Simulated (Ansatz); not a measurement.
A run for Ansatz (a program for electronic structure): SC-NEVPT2 on CASSCF(4,3)/cc-pV(T+d)Z on H4OSi (SMILES O[SiH3]), a point of a bond scan (R = 4.463 Å). Files ending in .json are basis or fitting sets from the Basis Set Exchange.

Ansatz 0.2 input:
```yaml
crystal:
  periodic: [false, false, false]
  atoms:
    - {symbol: O, position_ang: [3.66940406, -1.12436170, -0.84832787]}
    - {symbol: Si, position_ang: [-0.50881883, 0.12973854, 0.09205040]}
    - {symbol: H, position_ang: [4.39280102, -0.69856646, -0.38266513]}
    - {symbol: H, position_ang: [-0.84295262, -0.10662565, 1.51863737]}
    - {symbol: H, position_ang: [-1.37924119, -0.69223322, -0.77093301]}
    - {symbol: H, position_ang: [-0.72577971, 1.56941136, -0.19593207]}
basis:
  gaussian:
    orbitals: cc-pV_T+d_Z.json
    pivot_positions_ang: [[3.66940406, -1.12436170, -0.84832787], [-0.50881883, 0.12973854, 0.09205040], [4.39280102, -0.69856646, -0.38266513], [-0.84295262, -0.10662565, 1.51863737], [-1.37924119, -0.69223322, -0.77093301], [-0.72577971, 1.56941136, -0.19593207]]
magnetization: {spin_polarized: false}
correlation: {method: sc_nevpt2, electrons: outside_noble_gas, active_space: {window: {electrons: 4, orbitals: 3}}}
output: {orbitals: {seedname: ./end}}
```

It printed:

```
WARN ansatz: RAYON_NUM_THREADS=2 ignored (pool sized by the plan → 2); use --threads N
Functional definition: HF
integrals: 0.06 GiB planned
844 factors; integrals over basis functions are off by at most 3.2e-4 eV
mean field: 0.22 GiB planned
mean field evaluation 1: about -9949.7938 eV, gradient 5.2e1 eV
mean field evaluation 2: about -9949.7939 eV, gradient 5.2e1 eV
mean field evaluation 4: about -9954.4825 eV, gradient 1.7e1 eV
mean field evaluation 8: about -9956.1629 eV, gradient 1.1e0 eV
mean field evaluation 16: about -9955.8529 eV, gradient 5.8e0 eV
mean field -9956.16512308 eV, -365.8823197421 hartree, gradient 2.1e-6 eV, S^2 0.000000; 2 other end points of the search recorded, 0 dependent functions left out; unrestricted orbitals would lower it
reference -9956.16512308 eV, -365.8823197421 hartree; 13, 13 occupied and 112, 112 virtual orbitals, 844 factors
configuration interaction: 0.18 GiB planned
configuration interaction: 0.00 GiB planned
state -9960.88739588 eV, -366.0558600668 hartree
state -9960.88739588 eV, -366.0558600668 hartree; corrected -9969.62463489 eV, -366.3769476778 hartree
WARN: 1 active orbitals are nearly empty or full. The corrections depend on them more than the energy does, and are more stable in an active space without them
Total energy: -9969.62463489 eV, -366.3769476778 hartree
```

The run converged.

Warnings raised: idle orbitals.

Cost: around 5 core-seconds (rough).
